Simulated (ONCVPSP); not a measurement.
# Cd (Z = 48): excitation energies, all-electron against ONCV

| Property | Result |
| --- | --- |
| Element | Cd |
| Generator | ONCVPSP 4.0.1 |
| Type | optimised norm-conserving Vanderbilt (ONCV) |
| Functional | PBE |
| Relativity | fully relativistic |
| Frozen core | [Ar] 3d10 |
| Valence charge | 20 |
| Reference configuration | 4s2 4p6 4d10 5s1 (charge +1) |
| Partial waves | 4s+5s: rc 1.58 bohr, ncon 4, nbas 9, qcut 11 1/bohr, 2 projectors; 4p: rc 1.76 bohr, ncon 3, nbas 6, qcut 11.1 1/bohr, 2 projectors, debl 2.8 Ha; 4d: rc 1.58 bohr, ncon 3, nbas 7, qcut 9.1 1/bohr, 2 projectors, debl 1.4 Ha; f scattering state at 0.17 Ha: rc 1.42 bohr, ncon 5, nbas 10, qcut 10.1 1/bohr, 2 projectors, debl 3.8 Ha |
| Local potential | polynomial inside 1.30 bohr (lpopt 4, dvloc0 6 Ha) |
| Core correction | Teter function, fcfact 2, rcfact 1.3 |

Open shells are filled in proportion to 2j + 1.

Energies are relative to the spin-unpolarised reference configuration 4s2 4p6 4d10 5s1; without spin polarisation the order of configurations can differ from experiment.

```json
{"valence configuration": "4s2 4p6 4d10 5s0", "charge": "+2", "ΔE all-electron (eV)": "17.127", "error AE − PS (meV)": "-0.4"}
{"valence configuration": "4s2 4p6 4d10 5s0 5p1", "charge": "+1", "ΔE all-electron (eV)": "5.769", "error AE − PS (meV)": "0.0"}
```

Q: What are ΔE and the potential's error for 4s2 4p6 4d10 5s2?

A: ΔE = -9.274 eV all-electron; the error (AE − PS) is -0.2 meV.

Q: What are ΔE and the potential's error for 4s2 4p6 4d9 5s0?

A: ΔE = 55.134 eV all-electron; the error (AE − PS) is +3.1 meV.

Levels in the configuration 4s2 4p6 4d9 5s0:

| level | all-electron (eV) | pseudo (eV) |
| --- | --- | --- |
| 4s j=1/2 | -141.360 | -141.365 |
| 4p j=3/2 | -100.393 | -100.405 |
| 4p j=1/2 | -106.298 | -106.302 |
| 4d j=5/2 | -45.503 | -45.491 |
| 4d j=3/2 | -46.276 | -46.263 |

These tests converged, but a pseudo level misses the all-electron one widely, so the file describes the atom poorly there or has found another state: 4s2 4p6 4d10 5s0 5p1: empty 5s by 7.2 eV.
